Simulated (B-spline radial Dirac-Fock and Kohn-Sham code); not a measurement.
How the binding energies of Tl⁶⁺ add up

System: the Tl⁶⁺ ion, configuration [Xe] 4f14 5d7; nuclear rms radius 5.4759 fm (A = 205).

Calculated with a radial finite-basis atomic code, using relaxed Dirac-Fock hole states (ΔSCF) with Breit and QED corrections and a finite nucleus. No correlation. Energies are counted from the vacuum level. Subshells whose hole state is unreliable or did not converge are left out.

All terms are in eV, carry their sign (relaxation lowers the binding energy) and add up to the binding energy; ⟨r⟩ is the mean radius of the orbital in the initial state.

```csv
subshell,−ε (Koopmans),relaxation,Gaunt,retardation,QED,binding energy,⟨r⟩ (bohr)
K,86186.8,-91.55,-342.01,32.03,-163.77,85621.5,0.016
L1,15564.1,-53.89,-38.88,2.85,-25.08,15449.1,0.068
L2,14914.0,-58.85,-66.51,6.89,-0.66,14794.8,0.056
L3,12845.0,-54.80,-44.49,9.86,-2.80,12752.8,0.065
M1,3849.7,-29.20,-7.19,0.48,-5.87,3807.9,0.177
M2,3558.3,-30.45,-12.60,1.12,-0.31,3516.1,0.167
M3,3092.3,-28.23,-8.05,1.89,-0.72,3057.2,0.183
M5,2519.0,-30.62,-3.77,0.55,0.17,2485.4,0.164
N1,962.9,-11.17,-1.50,0.10,-1.47,948.8,0.391
N2,836.4,-11.14,-2.70,0.24,-0.05,822.8,0.393
N3,721.7,-9.88,-1.55,0.42,-0.15,710.5,0.426
N5,493.5,-9.47,-0.38,0.07,0.05,483.8,0.443
N6,225.3,-9.31,0.18,-0.06,0.08,216.2,0.461
N7,220.5,-9.09,0.34,-0.06,0.07,211.8,0.467
O1,234.3,-2.18,-0.26,0.01,-0.30,231.5,0.879
O2,188.7,-1.94,-0.45,0.03,0.00,186.3,0.934
O3,166.9,-1.56,-0.23,0.07,-0.02,165.1,1.012
"O4,5",100.6,-0.98,-0.02,0.00,0.01,99.64,1.238
```

For the deepest level, K (1s), the Breit terms make up -0.362 % of the binding energy, QED -0.191 % and orbital relaxation -0.107 %.

Going to the tabulated ground configuration of the next ion removes an electron from O4,5 (5d), computed at 99.64 eV. NIST lists 97.9 ± 2 eV as the ionisation energy of this species (theoretical), -1.74 eV from the computed value, within the stated uncertainty.
